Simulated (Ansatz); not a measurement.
Other settings, tried on Mg₂Se₂⁺.

```yaml
crystal:
  periodic: [false, false, false]
  atoms:
    - {symbol: Mg, position_ang: [-0.921224, 0.867931, 0.734084]}
    - {symbol: Mg, position_ang: [0.920662, -0.868776, -0.733861]}
    - {symbol: Se, position_ang: [0.990974, -0.400457, 1.717272]}
    - {symbol: Se, position_ang: [-0.990401, 0.401303, -1.717495]}
basis:
  gaussian: {orbitals: cc-pVDZ}
total_charge: 1
magnetization: {spin_polarized: true, initial_magnetization: 1}
hamiltonian: {xc: {name: wB97X}, pseudopotentials: {relativity: none}}
```

```sh
$ ansatz run in.yaml --threads 4 --pin off --events-out ev --progress --plain --max-ram 3916MiB
```

It prints (some lines left out):

```
Functional definition: wB97X
982 factors; integrals over basis functions are off by at most 6.5e-4 eV
269 factors; integrals over basis functions are off by at most 2.4e-5 eV
mean field evaluation 1: about -141581.6740 eV, gradient 1.7e1 eV
mean field evaluation 2: about -141583.5288 eV, gradient 1.1e1 eV
mean field evaluation 4: about -141584.1780 eV, gradient 4.4e-1 eV
mean field evaluation 8: about -141584.1889 eV, gradient 2.1e-2 eV
mean field evaluation 16: about -141584.1889 eV, gradient 5.4e-4 eV
mean field evaluation 32: about -141584.1827 eV, gradient 1.3e-1 eV
mean field -141584.18889875 eV, -5203.1229728191 hartree, gradient 4.6e-6 eV, S^2 0.787485; 6 other end points of the search recorded, 0 dependent functions left out
reference -141584.18886638 eV, -5203.1229716294 hartree; 46, 45 occupied and 44, 45 virtual orbitals, 982 factors
Total energy: -141584.18886638 eV, -5203.1229716294 hartree
```

It took 27 s on 4 threads of Arm Neoverse V1 on a shared host, peak host memory 0.61 GiB.
